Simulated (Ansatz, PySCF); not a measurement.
Process, species as SMILES: BOB + 2 [H][H] (H2) → 2 B (BH3) + O (H2O)
Structures are relaxed separately at B3LYP-D3(BJ)/def2-TZVP in Ansatz (a program for electronic structure), one conformer each, not searched for the lowest.

Quantity: energy of full hydrogenation (0 K, with B3LYP-D3(BJ) harmonic zero-point energies from PySCF), in kJ/mol. Valence correlation only, unless marked. No spin-orbit coupling. No relativistic terms. CBS marks a two-point X^-3 extrapolation of the correlation energy; Hartree-Fock from the larger set. [CCSD(T)-MP2]/basis is that difference in the basis named.

```csv
level,program,energy of full hydrogenation (kJ/mol)
PBE0/def2-QZVPP,Ansatz,245.5
M06-2X/def2-TZVPD,PySCF,263.1
RPA@PBE/cc-pVTZ,Ansatz,242.5
MP2/6-31G*,Ansatz,300.1
```

### Question
What does RI-MP2/CBS(aug-cc-pVTZ,aug-cc-pVQZ)+[CCSD(T)-MP2]/aug-cc-pVTZ (Ansatz) give?

### Answer
243.3 kJ/mol
